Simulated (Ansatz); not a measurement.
Zr₃O₆ (the lowest singlet isomer of a short search) was relaxed with PBE-D4 (def2-SVP) in Ansatz in these states: neutral quintet, neutral singlet, neutral triplet. The geometries follow in no particular order.

In the def2 sets Zr takes a core potential; there is no spin–orbit coupling.

A:

```xyz
9

Zr    0.573    1.876    0.755
Zr    0.766   -1.235    0.852
Zr   -0.898    0.184   -1.413
O     1.913    0.594    1.072
O    -2.542    0.192   -2.095
O     0.048   -1.541   -1.000
O     0.311    1.959   -1.106
O    -0.729    0.423    0.801
O     0.558   -2.453    2.134
```

B:

```xyz
9

Zr    0.9413   -1.9499    0.4144
Zr   -0.4151    0.5901    1.4272
Zr   -0.2392    0.0350   -1.5813
O     0.1349   -1.1553    2.1101
O     0.0628    1.1686   -3.1992
O    -1.5838    0.5803   -0.1993
O     0.3482   -1.8270   -1.5334
O     1.0287    0.3281   -0.0006
O    -0.2778    2.2300    2.5620
```

C:

```xyz
9

Zr   -0.031    2.056   -0.291
Zr   -1.002   -0.372    1.283
Zr    1.178   -0.659   -0.982
O    -0.645    1.618    1.512
O     1.571   -1.644   -2.486
O     0.633   -1.453    0.794
O     1.673    1.313   -0.895
O    -0.778    0.236   -0.779
O    -2.599   -1.094    1.844
```

Judge from the bond lengths which geometry belongs to which state (an estimate).

A is the neutral singlet (Zr1–O8 1.952 Å, Zr2–O9 1.781 Å, Zr3–O5 1.781 Å); B is the neutral quintet (Zr1–O8 2.317 Å, Zr2–O9 1.999 Å, Zr3–O5 1.998 Å); C is the neutral triplet (Zr1–O8 2.027 Å, Zr2–O9 1.841 Å, Zr3–O5 1.841 Å).

At PBE0-D4/def2-TZVP a singlet lies 5.03 eV below the neutral quintet. At PBE0-D4/def2-TZVP a singlet lies 2.49 eV below the neutral triplet. These are the stationary points nearest to one start from a short search; other shapes may lie lower in each state.
